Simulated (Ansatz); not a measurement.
C3H10Si, singlet, at a GFN2-xTB geometry. Base run: B3LYP/6-31G** (Ansatz, a first-principles code).

Input for Ansatz:
Ansatz 0.2 input:
```yaml
crystal:
  periodic: [false, false, false]
  atoms:
    - {symbol: Si, position_ang: [0.04227581, 0.17410565, 0.35767998]}
    - {symbol: C, position_ang: [-0.94677323, 1.32330318, -0.79306653]}
    - {symbol: C, position_ang: [1.75998590, -0.15337865, -0.39419538]}
    - {symbol: C, position_ang: [-0.88714883, -1.47441790, 0.56171541]}
    - {symbol: H, position_ang: [0.19817869, 0.81616493, 1.67671672]}
    - {symbol: H, position_ang: [-1.08207267, 0.88244973, -1.77698739]}
    - {symbol: H, position_ang: [-1.93349276, 1.53106784, -0.39013129]}
    - {symbol: H, position_ang: [-0.44225768, 2.27526120, -0.92863343]}
    - {symbol: H, position_ang: [2.35085242, -0.80627152, 0.24121477]}
    - {symbol: H, position_ang: [1.68499224, -0.62713212, -1.36922950]}
    - {symbol: H, position_ang: [2.31726365, 0.76979478, -0.52198718]}
    - {symbol: H, position_ang: [-1.02111986, -1.97760373, -0.39202130]}
    - {symbol: H, position_ang: [-1.87270611, -1.32118853, 0.99105908]}
    - {symbol: H, position_ang: [-0.34788226, -2.15306147, 1.21575889]}
basis:
  gaussian:
    orbitals: 6-31G__.json
hamiltonian:
  xc: b3lyp
```
The basis file holds 6-31G** in the JSON format of the Basis Set Exchange.

The base run was repeated with changes; each row names its change, and settings that it needs were set with it.

```tsv
change	ΔE vs base (eV)
base	0.00
occupation = up:A':14 A'':7 down:A':14 A'':7	0.00
symmetry_tolerance_ang = 0.01	0.00
occupation = up:A':13 A'':8 down:A':13 A'':8	18.83
occupation = up:A':15 A'':6 down:A':15 A'':6	19.26
```
